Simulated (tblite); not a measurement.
Isomers of C6H6N3 (doublet state). Calculated harmonic vibrations of the isolated species, GFN2-xTB (tblite), most abundant isotopes, no scaling. This tight-binding method is rough: wavenumbers can miss measured ones by several per cent, in bad cases by 10 to 20. One conformer each. Open shells enter through the occupations alone, without spin polarisation, and single modes of such species can be off by tens of per cent.

Electronic energies: GFN2-xTB at the same geometries; isomer energies are rough at this level and their order can be wrong.

```csv
SMILES,"electronic energy, lowest = 0 (kJ/mol)"
Cc1nccnc1C=[N],46.2
[H]/N=C\c1n[c]cnc1C,93.9
[H]/N=[C]/c1nccnc1C,0.0
[H]/N=C\c1nc[c]nc1C,89.4
```

How do GFN2-xTB zero-point energies change the relative energies?

| SMILES | ZPE (kJ/mol) | of it from modes above 1550 cm⁻¹ | electronic (kJ/mol) | with ZPE, lowest = 0 (kJ/mol) | lowest mode (cm⁻¹) | rings |
| --- | --- | --- | --- | --- | --- | --- |
| [H]/N=[C]/c1nccnc1C | 284.3 | 123.6 | 0.0 | 0.0 | 63 | 1 |
| Cc1nccnc1C=[N] | 283.1 | 117.7 | 46.2 | 45.0 | 24 | 1 |
| [H]/N=C\c1nc[c]nc1C | 286.9 | 130.5 | 89.4 | 92.0 | 70 | 1 |
| [H]/N=C\c1n[c]cnc1C | 286.5 | 130.4 | 93.9 | 96.0 | 53 | 1 |

The zero-point energies span 3.8 kJ/mol, from `Cc1nccnc1C=[N]` to `[H]/N=C\c1nc[c]nc1C`. The order is unchanged.

What do entropy and thermal enthalpy add at 298.15 K and 1 bar (rigid rotor, harmonic oscillator, one conformer each)?

```tsv
SMILES	point group	symmetry number	S (J/(mol K))	H − H(0) (kJ/mol)	ZPE + H − H(0) − TS (kJ/mol)
[H]/N=[C]/c1nccnc1C	C1	1	384.3	24.91	194.7
[H]/N=C\c1nc[c]nc1C	Cs	1	385.5	24.72	196.7
[H]/N=C\c1n[c]cnc1C	Cs	1	388.3	25.01	195.7
```

S holds R ln(2S + 1) for the spin.

Not tabulated: `Cc1nccnc1C=[N]` (lowest mode only 24 cm⁻¹).
